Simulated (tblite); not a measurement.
What does the GFN2-xTB structure of `C=C[SiH2]P([SiH3])[SiH2]S[SiH3]` look like in three dimensions?

```xyz
21
C2H13PSSi4 angstrom
C     -1.0600    0.0002   -2.7851
C     -1.3317    0.8052   -1.7691
Si    -1.8672    0.2407   -0.0572
P     -0.1110    0.5587    1.3070
Si    -0.9136   -0.0704    3.2789
Si     1.1208   -1.2351    0.8772
S      1.8724   -1.2323   -1.1245
Si     2.6620    0.7541   -1.3590
H     -1.1593   -1.0698   -2.7067
H     -0.7182    0.3689   -3.7404
H     -1.2042    1.8738   -1.9075
H     -2.2949   -1.1634   -0.0599
H     -2.9345    1.0947    0.4747
H      0.2178   -0.0595    4.2031
H     -1.9188    0.9194    3.6547
H     -1.5103   -1.4074    3.2450
H      2.2510   -1.2177    1.8025
H      0.4165   -2.5111    0.9404
H      3.7266    0.9366   -0.3787
H      3.1636    0.7183   -2.7220
H      1.5840    1.7131   -1.1739
```

Orientation and origin are arbitrary. Atoms count from 1 in this order. Of the pairs four or more bonds apart, C1···S7 is among the closest relative to their van der Waals radii: 3.59 Å, 103 % of the sum of Bondi's values. Si3 (SiH2 silicon) is distorted tetrahedral (angles from 105.4° to 111.6°). Si5 (SiH3 silicon) is tetrahedral (angles from 106.2° to 112.7°). Si8 (SiH3 silicon) is distorted tetrahedral (angles from 101.9° to 113.0°).

Bonds between heavy atoms (Å): C1=C2 1.324, C2–Si3 1.881, Si3–P4 2.246, P4–Si5 2.220, P4–Si6 2.218, Si6–S7 2.138, S7–Si8 2.150.

Structure optimised with GFN2-xTB, isolated species.

Point group: C1 (no symmetry element, even within 0.4 Å). Its GFN2-xTB frequencies are all real (lowest 18 cm⁻¹). One conformer, not necessarily the lowest (C1–C2–Si3–P4 107°, C2–Si3–P4–Si5 178°, Si3–P4–Si6–S7 66°, P4–Si6–S7–Si8 47°).

On an Arm Neoverse V2 with one thread, shared host with 192 logical CPUs at a one-minute load of 111, this took 3.1 s. That covers the optimisation of the geometry.

These are computed values.
